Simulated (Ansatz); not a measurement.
`[NH2][GeH]([F])[Cl]` + `O[SiH3]` → `[F][GeH]([Cl])[O][SiH3]` + NH₃ at 700 K and 1 bar (ligand exchange at a Ge–N bond).

Computed with Ansatz on PBE0-D4/def2-TZVP structures; ΔE is electronic, products minus reactants. CCSD(T)/CBS adds triple-zeta CCSD(T) − MP2 to the extrapolated MP2 energy (def2 sets, frozen cores). This one scheme is used for every species. For Ge outer-core shells are correlated without core-valence functions, which leaves a few kJ/mol of doubt a bond. Scalar relativity is left out up to krypton. Each species was taken in one conformer, which may not be the lowest.

```tsv
species	CCSD(T)/CBS energy (Eh)	H − E (kJ/mol)	S (J/(mol·K))
`[NH2][GeH]([F])[Cl]`	-2692.28962	161.3	421.9
`O[SiH3]`	-366.69042	144.6	321.6
`[F][GeH]([Cl])[O][SiH3]`	-3002.48481	190.8	517.0
NH₃	-56.50880	116.9	226.5
```

H − E and S are ideal-gas, rigid-rotor, harmonic terms from PBE0-D4/def2-TZVP, for one conformer and one mirror image of each species. 1 Eh = 2625.50 kJ/mol, R = 8.31446 J/(mol·K).

Task: By hand: ΔE, ΔH, ΔS and ΔG.

Result: ΔE = (-3002.48481) + (-56.50880) − (-2692.28962) − (-366.69042) = -0.01357 Eh = -35.6 kJ/mol. Δ(H − E) = 190.8 + 116.9 − 161.3 − 144.6 = 1.8, so ΔH = -33.8 kJ/mol. ΔS = 517.0 + 226.5 − 421.9 − 321.6 = 0.0 J/(mol·K). ΔG = -33.8 − 700 × (0.0)/1000 = -33.8 kJ/mol.

Task: By hand: the equilibrium constant, and the temperature at which ΔG would vanish if ΔH and ΔS stayed fixed.

Result: log₁₀ K = −ΔG/(RT ln 10) = 2.5. With ΔH or ΔS at zero there is no such temperature.

The number of gas molecules stays the same, so ΔS is small and ΔH decides. A doubt of 5 kJ/mol in ΔE shifts log₁₀ K by 0.4 here. Other conformers and mirror images would add mixing entropy, several J/(mol·K) or more a flexible species. Modes under 60 cm⁻¹, often nearly free rotors, make the harmonic entropy too high. These are equilibria of isolated gas molecules and say nothing of rates. Largest T1 diagnostic: 0.012 (customary marks: 0.02 for closed shells, 0.045 for open ones).

ΔS is within the doubt of such terms, so its sign, and with it that verdict, could turn.
